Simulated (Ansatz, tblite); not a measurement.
Series SiH3X: gap (eV) at several levels, gas phase, relaxed structures; Ansatz, xTB through tblite. A dash marks a value that wasn't run or was left out as unsound. The structures are stationary points that may keep the symmetry of their start.

| species | state | geometry | GFN1-xTB | LDA (SPW92)/def2-TZVP | PBE-D4/def2-SVP | r2SCAN-D4/def2-TZVP | PBE0-D4/def2-SVP | PBE0-D4/def2-TZVP |
| --- | --- | --- | --- | --- | --- | --- | --- | --- |
| Si(CF3)H3 (CH3F3Si) | singlet | r2SCAN-D4/def2-SVP | 6.36 | 7.29 | 7.53 | 8.12 | 10.04 | 9.75 |
| Si(SMe)H3 (CH6SSi) | singlet | PBE-D4/def2-TZVP | 5.50 | 4.86 | 5.25 | 5.59 | 7.39 | 7.07 |
| Si(vinyl)H3 (C2H6Si) | singlet | PBE-D4/def2-TZVP | 4.48 | 5.25 | 5.41 | 5.74 | 7.58 | 7.44 |
| Si(OMe)H3 (CH6OSi) | singlet | PBE0-D4/def2-TZVP | 7.29 | 5.91 | 6.40 | 6.89 | 8.89 | 8.48 |
| Si(OAc)H3 (C2H6O2Si) | singlet | r2SCAN-D4/def2-SVP | 5.06 | 5.29 | 5.34 | 5.95 | 8.20 | 8.16 |
| Si(eta1-allyl)H3 (C3H8Si) | singlet | PBE0-D4/def2-SVP | 4.76 | – | 5.30 | 5.61 | 7.44 | 7.26 |
| Si(PMe2)H3 (C2H9PSi) | singlet | PBE-D4/def2-SVP | 4.41 | 4.86 | 5.29 | 5.53 | 7.23 | 6.88 |
| SiH3(NHEt) (C2H9NSi) | singlet | PBE-D4/def2-SVP | 6.05 | 4.91 | 5.34 | 5.78 | 7.62 | 7.23 |
| Si(iPr)H3 (C3H10Si) | singlet | PBE0-D4/def2-SVP | 6.19 | – | 7.13 | 7.47 | 9.25 | 8.77 |

Q: Estimate the rows for SiH3(NHMe) (CH7NSi) (singlet, PBE0-D4/def2-TZVP geometry); SiEtH3 (C2H8Si) (singlet, r2SCAN-D4/def2-TZVP geometry); Si(OEt)H3 (C2H8OSi) (singlet, r2SCAN-D4/def2-SVP geometry); Si(NMe2)H3 (C2H9NSi) (singlet, PBE0-D4/def2-SVP geometry).

A: 
```json
{"species": "SiH3(NHMe) (CH7NSi)", "state": "singlet", "geometry": "PBE0-D4/def2-TZVP", "GFN1-xTB": "6.03", "LDA (SPW92)/def2-TZVP": "4.85", "PBE-D4/def2-SVP": "5.27", "r2SCAN-D4/def2-TZVP": "5.75", "PBE0-D4/def2-SVP": "7.57", "PBE0-D4/def2-TZVP": "7.17"}
{"species": "SiEtH3 (C2H8Si)", "state": "singlet", "geometry": "r2SCAN-D4/def2-TZVP", "GFN1-xTB": "6.55", "LDA (SPW92)/def2-TZVP": "7.04", "PBE-D4/def2-SVP": "7.62", "r2SCAN-D4/def2-TZVP": "7.98", "PBE0-D4/def2-SVP": "9.78", "PBE0-D4/def2-TZVP": "9.24"}
{"species": "Si(OEt)H3 (C2H8OSi)", "state": "singlet", "geometry": "r2SCAN-D4/def2-SVP", "GFN1-xTB": "7.26", "LDA (SPW92)/def2-TZVP": "–", "PBE-D4/def2-SVP": "6.29", "r2SCAN-D4/def2-TZVP": "6.78", "PBE0-D4/def2-SVP": "8.77", "PBE0-D4/def2-TZVP": "8.37"}
{"species": "Si(NMe2)H3 (C2H9NSi)", "state": "singlet", "geometry": "PBE0-D4/def2-SVP", "GFN1-xTB": "5.51", "LDA (SPW92)/def2-TZVP": "4.57", "PBE-D4/def2-SVP": "5.06", "r2SCAN-D4/def2-TZVP": "5.45", "PBE0-D4/def2-SVP": "7.28", "PBE0-D4/def2-TZVP": "6.90"}
```

Over the 10 species that have every level, the mean is 5.72 at GFN1-xTB, 5.48 at LDA (SPW92)/def2-TZVP, 5.85 at PBE-D4/def2-SVP, 6.28 at r2SCAN-D4/def2-TZVP, 8.16 at PBE0-D4/def2-SVP, 7.83 at PBE0-D4/def2-TZVP. Orbital gaps grow with the share of exact exchange and aren't one observable across functionals.
